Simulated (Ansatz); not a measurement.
Steps of a relaxation of C3H7GaSi with RKS PBE0-D4/def2-TZVP.

```sh
$ ansatz run in.yaml --threads 4 --pin off --events-out ev --progress --plain --max-ram 10444MiB
```

```yaml
crystal:
  periodic: [false, false, false]
  atoms:
    - {symbol: C, position_ang: [-0.267204, 1.761884, -0.136539]}
    - {symbol: C, position_ang: [-0.002974, 0.465109, 0.124796]}
    - {symbol: C, position_ang: [0.224705, -0.415357, 1.308685]}
    - {symbol: Si, position_ang: [1.060933, -1.009007, -0.304193]}
    - {symbol: Ga, position_ang: [-1.403474, -0.255860, -2.025057]}
    - {symbol: H, position_ang: [-0.661007, 2.436353, 0.645976]}
    - {symbol: H, position_ang: [-0.104789, 2.192386, -1.138786]}
    - {symbol: H, position_ang: [0.770192, -0.002244, 2.178583]}
    - {symbol: H, position_ang: [-0.618222, -1.077276, 1.580654]}
    - {symbol: H, position_ang: [2.516834, -0.756599, -0.529225]}
    - {symbol: H, position_ang: [0.486126, -2.209569, -0.986898]}
    - {symbol: H, position_ang: [-1.924120, -1.184821, -0.684097]}
basis:
  gaussian: {orbitals: def2-TZVP}
hamiltonian: {xc: pbe0, dispersion: d4}
relax: {f_tol: 0.005, max_steps: 150}
```

Positions (Å) and forces (eV/Å) along the path, 10 of 14 steps:

```xyz
12
step=1 energy=-63465.1263 eV
C    -0.267    1.762   -0.137    0.103   -0.534    0.186
C    -0.003    0.465    0.125    0.117    0.626   -0.311
C     0.225   -0.415    1.309    0.035   -0.149    0.111
Si    1.061   -1.009   -0.304   -0.295    0.317    0.345
Ga   -1.403   -0.256   -2.025   -0.030   -0.096    0.179
H    -0.661    2.436    0.646    0.211   -0.361   -0.417
H    -0.105    2.192   -1.139   -0.104   -0.260    0.545
H     0.770   -0.002    2.179   -0.305   -0.203   -0.493
H    -0.618   -1.077    1.581    0.412    0.368   -0.153
H     2.517   -0.757   -0.529   -0.313   -0.061    0.032
H     0.486   -2.210   -0.987    0.125    0.270    0.124
H    -1.924   -1.185   -0.684    0.045    0.084   -0.147
12
step=3 energy=-63465.1792 eV
C    -0.279    1.727   -0.130    0.154    0.184    0.150
C    -0.002    0.457    0.122    0.103   -0.122   -0.147
C     0.237   -0.408    1.308    0.013   -0.059   -0.088
Si    1.050   -0.998   -0.281   -0.125    0.062    0.045
Ga   -1.404   -0.260   -2.049    0.040   -0.022    0.071
H    -0.611    2.401    0.656   -0.132    0.011   -0.012
H    -0.133    2.152   -1.115   -0.033    0.046   -0.091
H     0.772    0.016    2.153    0.043    0.027    0.063
H    -0.596   -1.047    1.586   -0.077   -0.042    0.039
H     2.484   -0.752   -0.517    0.060    0.014   -0.017
H     0.480   -2.169   -0.974   -0.004   -0.066   -0.011
H    -1.920   -1.173   -0.727   -0.042   -0.032   -0.002
12
step=4 energy=-63465.1837 eV
C    -0.267    1.741   -0.114    0.060   -0.055   -0.048
C     0.017    0.465    0.108    0.054   -0.036    0.131
C     0.246   -0.407    1.303   -0.056    0.013   -0.127
Si    1.056   -0.998   -0.281   -0.079    0.021    0.044
Ga   -1.403   -0.301   -2.070    0.072    0.036    0.038
H    -0.619    2.397    0.677   -0.063    0.011    0.044
H    -0.149    2.171   -1.100   -0.004    0.096   -0.096
H     0.785    0.013    2.146    0.037    0.037    0.039
H    -0.605   -1.022    1.587   -0.012   -0.038   -0.006
H     2.494   -0.762   -0.514    0.035    0.003   -0.021
H     0.489   -2.180   -0.960   -0.024   -0.035   -0.040
H    -1.968   -1.172   -0.748   -0.020   -0.053    0.042
12
step=5 energy=-63465.1884 eV
C    -0.260    1.748   -0.120    0.015   -0.017   -0.020
C     0.015    0.470    0.110    0.049   -0.013    0.041
C     0.235   -0.408    1.298   -0.006   -0.010   -0.036
Si    1.049   -0.997   -0.287   -0.032    0.020    0.054
Ga   -1.387   -0.300   -2.036    0.002    0.016   -0.029
H    -0.629    2.403    0.667   -0.016   -0.003    0.003
H    -0.129    2.181   -1.105   -0.015    0.027   -0.012
H     0.772    0.007    2.148    0.006    0.007    0.001
H    -0.614   -1.032    1.572    0.001   -0.001   -0.006
H     2.488   -0.761   -0.522    0.011   -0.005   -0.005
H     0.477   -2.173   -0.976   -0.006   -0.004   -0.016
H    -1.938   -1.194   -0.716   -0.008   -0.018    0.025
12
step=6 energy=-63465.1888 eV
C    -0.258    1.748   -0.121   -0.034   -0.018   -0.018
C     0.018    0.470    0.111    0.040    0.014    0.009
C     0.235   -0.408    1.298   -0.002   -0.008   -0.006
Si    1.050   -0.997   -0.285   -0.009    0.000    0.017
Ga   -1.388   -0.296   -2.035   -0.004    0.002   -0.005
H    -0.635    2.400    0.664    0.003    0.001    0.003
H    -0.131    2.182   -1.107    0.003    0.015    0.004
H     0.771    0.006    2.149    0.003    0.000    0.000
H    -0.615   -1.032    1.570   -0.004    0.004    0.000
H     2.490   -0.765   -0.521    0.007   -0.006    0.000
H     0.475   -2.171   -0.979   -0.002    0.001   -0.008
H    -1.936   -1.192   -0.711   -0.001   -0.004    0.004
12
step=7 energy=-63465.1889 eV
C    -0.264    1.745   -0.123   -0.015   -0.003   -0.026
C     0.026    0.472    0.111    0.047    0.002    0.035
C     0.239   -0.408    1.298   -0.024   -0.022   -0.039
Si    1.053   -0.999   -0.284   -0.006   -0.002    0.023
Ga   -1.379   -0.297   -2.033   -0.008    0.016   -0.032
H    -0.653    2.393    0.660    0.003    0.014    0.013
H    -0.137    2.180   -1.109   -0.002    0.020   -0.003
H     0.777   -0.001    2.150    0.008    0.019    0.006
H    -0.618   -1.024    1.567    0.001   -0.009    0.010
H     2.494   -0.776   -0.518    0.009   -0.003    0.001
H     0.472   -2.166   -0.984   -0.004   -0.002   -0.006
H    -1.932   -1.174   -0.702   -0.010   -0.029    0.018
12
step=8 energy=-63465.1894 eV
C    -0.262    1.748   -0.123   -0.008   -0.007   -0.006
C     0.031    0.475    0.110    0.020    0.024   -0.001
C     0.239   -0.407    1.297   -0.023   -0.012   -0.004
Si    1.054   -0.999   -0.283    0.009   -0.014   -0.010
Ga   -1.387   -0.300   -2.031   -0.009    0.004   -0.010
H    -0.652    2.393    0.661    0.003    0.005    0.005
H    -0.134    2.188   -1.107   -0.005   -0.003    0.005
H     0.776    0.001    2.150    0.005    0.007    0.004
H    -0.619   -1.023    1.564   -0.002   -0.001    0.012
H     2.497   -0.780   -0.514    0.002   -0.001    0.002
H     0.472   -2.162   -0.988   -0.001    0.002    0.002
H    -1.938   -1.188   -0.702    0.008   -0.004    0.001
12
step=9 energy=-63465.1895 eV
C    -0.262    1.749   -0.124   -0.008    0.009   -0.006
C     0.034    0.476    0.109    0.007    0.004   -0.006
C     0.237   -0.407    1.295   -0.001   -0.006    0.003
Si    1.055   -0.999   -0.283    0.001   -0.013   -0.005
Ga   -1.392   -0.301   -2.027   -0.002    0.011   -0.020
H    -0.651    2.394    0.661   -0.002    0.005    0.004
H    -0.134    2.189   -1.108    0.000   -0.001    0.005
H     0.773   -0.002    2.150    0.003    0.004    0.000
H    -0.623   -1.020    1.560   -0.003   -0.001    0.011
H     2.498   -0.783   -0.512    0.006    0.000    0.004
H     0.472   -2.159   -0.991    0.000   -0.001   -0.002
H    -1.931   -1.192   -0.697   -0.001   -0.010    0.011
12
step=12 energy=-63465.1897 eV
C    -0.265    1.748   -0.124    0.009    0.003    0.005
C     0.039    0.478    0.107   -0.001   -0.005   -0.003
C     0.238   -0.407    1.295   -0.008   -0.008   -0.003
Si    1.055   -1.003   -0.283   -0.005    0.006    0.008
Ga   -1.399   -0.293   -2.029    0.002    0.002    0.003
H    -0.658    2.390    0.661   -0.003   -0.003   -0.003
H    -0.137    2.192   -1.107   -0.003    0.000   -0.004
H     0.781   -0.001    2.146    0.002    0.000   -0.003
H    -0.626   -1.011    1.568    0.005    0.003    0.000
H     2.501   -0.793   -0.501   -0.001    0.001   -0.001
H     0.471   -2.158   -0.999    0.001    0.001    0.001
H    -1.921   -1.197   -0.699    0.001    0.000    0.000
12
step=14 energy=-63465.1897 eV
C    -0.265    1.748   -0.125    0.000    0.000    0.001
C     0.038    0.477    0.107    0.000   -0.004    0.000
C     0.237   -0.407    1.295   -0.001   -0.003   -0.002
Si    1.054   -1.003   -0.282   -0.001    0.003    0.003
Ga   -1.399   -0.290   -2.028   -0.001    0.000    0.000
H    -0.660    2.389    0.660    0.000    0.000    0.000
H    -0.138    2.191   -1.107    0.001    0.001   -0.001
H     0.782   -0.002    2.144    0.000    0.001    0.000
H    -0.626   -1.011    1.569    0.003    0.002   -0.001
H     2.500   -0.793   -0.500    0.000    0.000    0.000
H     0.472   -2.159   -1.000    0.000    0.000    0.000
H    -1.919   -1.196   -0.699    0.000    0.000    0.000
```

It took 61 s on 4 threads of an Arm Neoverse V2 on a shared host, with 0.72 GiB of host memory at the peak.
